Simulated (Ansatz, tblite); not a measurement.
Cost and result up the ladder for the cluster Ga3N3 (6 atoms). Total charge 0; singlet. Geometry: B3LYP-D4/def2-SVP.

```xyz
6

Ga   -0.5941    1.3034   -0.4550
Ga   -0.7821   -1.2745   -0.1482
Ga    1.3763   -0.0288    0.6030
N    -1.8609    0.0388   -0.8156
N     0.8033   -1.7624    0.6151
N     1.0575    1.7235    0.2006
```

Ansatz on 4 threads of Arm Neoverse N1 on a shared host; xTB runs through tblite on one thread. Times are rough, summed over both states, and most runs start from the orbitals of an earlier one. PBE-QIDH/def2-TZVP serves as the yardstick here, not as an exact answer. Differences are given only for rows in sets of like size (and for xTB, whose basis is part of the method), since another set adds its own error. The other state is a doublet.

The xTB rows come from tblite. Correlated methods freeze 30 core orbitals; core or outer-core shells of Ga are correlated, in sets that lack core-valence functions. The rows differ in basis, and correlated rows in double-zeta sets carry the largest basis error. In CCSD on the charge 1 doublet the largest single amplitude is 0.24, so its Hartree–Fock determinant may place the open shell otherwise than the density functionals do. The structure comes from a short search, and lower isomers may exist.

Run but left out: HF/def2-SVP, MP2/def2-SVP (charge +1 doublet: ⟨S²⟩ 1.26, where a pure state has 0.75); PBE-D4/def2-TZVP (charge +1 doublet: an occupied level 0.13 eV above an empty one).

Correlated methods converge slowly with the basis, most of all in double-zeta sets.

Raw xTB energies of ions are shifted by several eV.

```tsv
level	functions	wall time	vertical IE (eV)	difference from PBE-QIDH/def2-TZVP (eV)	remarks
GFN1-xTB	39	0.017 s	12.53	3.82	–
GFN2-xTB	39	0.021 s	14.07	5.36	–
PBE-QIDH/def2-TZVP	237	90 s	8.71	0.00	–
CCSD(T)/def2-SVP	138	2.3 min	8.36	–	large T1 (0.023) (singlet), spin-contaminated (⟨S²⟩ 1.26) (+1 doublet)
```
